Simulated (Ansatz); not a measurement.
The same path of BClH$_{4}$SeSi (8 atoms, charge 0, multiplicity 1) was run 3 times with different band settings. The coordinate that changes most is the dihedral H7–Si1–B2–Se4.

All numbers below come from Ansatz, RKS revPBE/def2-SVP.

Relaxed end points:

```xyz
8
Properties=species:S:1:pos:R:3
Si -0.118 1.026 -0.382
B 0.599 -0.848 -0.041
Cl 2.094 -1.364 -0.858
Se -0.233 -2.156 1.134
H -0.411 1.210 -1.851
H -1.383 1.305 0.392
H 0.914 2.055 0.012
H -1.370 -1.286 1.537
```

```xyz
8
Properties=species:S:1:pos:R:3
Si -0.463 0.849 -0.525
B 0.402 -0.948 -0.120
Cl 0.647 -2.106 -1.450
Se 0.995 -1.524 1.641
H 0.349 1.595 -1.557
H -1.846 0.640 -1.093
H -0.582 1.717 0.703
H 0.591 -0.279 2.346
```

Common settings: movable images 9; climbing image yes; spring 5.0 eV/Å²; force threshold 0.05 eV/Å; iteration limit 60; end points relaxed.

| run | optimiser | start path | largest step |
| --- | --- | --- | --- |
| 1 | quadratic models (default) | IDPP | default |
| 2 | lbfgs | IDPP | 0.5 Å |
| 3 | quadratic models (default) | straight line | default |

Q: What does each run give, and how far can it be trusted?

A: Run 1: converged after 5 iterations, highest image 0.023 eV above the first end. A vibrational analysis at the climbing image gives one clearly imaginary mode, 82i cm⁻¹: a first-order saddle point.
Run 2: converged after 14 iterations, highest image 0.023 eV above the first end. Another band between the same ends (9 images) ends at a top of the same energy, where a vibrational analysis finds 1 clearly imaginary mode.
Run 3: converged after 6 iterations, highest image 0.023 eV above the first end. Another band between the same ends (9 images) ends at a top of the same energy, where a vibrational analysis finds 1 clearly imaginary mode.
